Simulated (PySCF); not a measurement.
Working out the ionisation energy of Sb

Sb [Kr] 4d10 5s2 5p3 (4S) → Sb⁺ [Kr] 4d10 5s2 5p2 (3P). All numbers are calculated (PySCF 2.14, scalar relativity by spin-free X2C-1e, in x2c-SVPall (6s5p3d, 36 functions)). Frozen: [Kr] 4d10. Energies in hartree (1 hartree = 27.21139 eV):

| part | Sb (lower) | Sb⁺ (upper) |
| --- | --- | --- |
| UHF | -6477.255965 | -6476.940878 |
| CCSD correlation | -0.057043 | -0.047809 |
| (T) | -0.000587 | -0.000477 |

Problem. What does Hartree-Fock give?

Solution. (-6476.940878) − (-6477.255965) = 0.315087 hartree = 8.574 eV.

Problem. What do CCSD and CCSD(T) give?

Solution. The CCSD correlation energies differ by 0.009234 hartree = 0.251 eV and the triples by 0.000110 hartree = 0.003 eV, so CCSD gives 8.825 eV and CCSD(T) 8.828 eV.

Measured between the centres of the two terms (NIST): 9.124 eV, so CCSD(T) (valence) is off by -0.296 eV.

A double-zeta basis recovers only part of the correlation energy.

What remains against the reference includes basis incompleteness, the frozen core and higher excitations.
